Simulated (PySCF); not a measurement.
C2H8P2Te.
SMILES with atom numbers: `[CH3:1][P@H:2](=[Te:3])[CH2:4][PH2:5]` (hydrogens: H6, H7, H8 on C1; H9 on P2; H10, H11 on C4; H12, H13 on P5)

Method: PBE0-D3(BJ)/def2-SVP geometry optimisation, gas phase, def2 core potentials past Kr (PySCF).

Task: Give the optimised bond lengths and angles.

Result: 
| bond | length (Å) | order |
| --- | --- | --- |
| C1–P2 | 1.824 | single |
| P2=Te3 | 2.343 | double |
| P2–C4 | 1.832 | single |
| C4–P5 | 1.864 | single |
| C1–H6, C1–H7, C1–H8 | 1.100 | single |
| P2–H9 | 1.423 | single |
| C4–H10 | 1.103 | single |
| C4–H11 | 1.102 | single |
| P5–H12, P5–H13 | 1.431 | single |

Bonds in one row agree within 0.01 Å and their mean is given. Orders are formal, as drawn. A selection of angles:
| angle | degrees |
| --- | --- |
| P2–C1–H6 | 108.2 |
| P2–C1–H7 | 111.1 |
| P2–C1–H8 | 108.6 |
| H6–C1–H7 | 110.3 |
| C1–P2–Te3 | 114.8 |
| C1–P2–C4 | 105.5 |
| C1–P2–H9 | 102.6 |
| Te3–P2–C4 | 115.9 |
| Te3–P2–H9 | 115.0 |
| C4–P2–H9 | 101.3 |
| P2–C4–P5 | 116.5 |
| P2–C4–H10 | 108.9 |
| P2–C4–H11 | 106.9 |
| P5–C4–H10 | 108.8 |
| P5–C4–H11 | 107.8 |
| H10–C4–H11 | 107.7 |
| C4–P5–H12 | 95.8 |
| C4–P5–H13 | 96.6 |
| H12–P5–H13 | 93.6 |

Torsions: C1–P2–C4–P5 -173° (antiperiplanar).

P2 (phosphorus bonded to 2 C, Te and H) is distorted tetrahedral (angles from 101.3° to 115.9°). Of the pairs four or more bonds apart, Te3···H12 is among the closest relative to their van der Waals radii: 3.18 Å, 97 % of the sum of Bondi's values. P5 (phosphine phosphorus) is pyramidal (angles 96.6°, 95.8° and 93.6°, sum 286.0°, 0.81 Å off the plane of its three neighbours). The C–P distances run from 1.824 Å (C1–P2, drawn single) to 1.864 Å (C4–P5, drawn single), a spread of 0.040 Å.

Point group: C1 (no symmetry element, even within 0.4 Å). PBE0-D3(BJ)/def2-SVP frequencies: not computed here. One conformer, not necessarily the lowest (C1–P2–C4–P5 -173°, P2–C4–P5–H -45° and 49°).
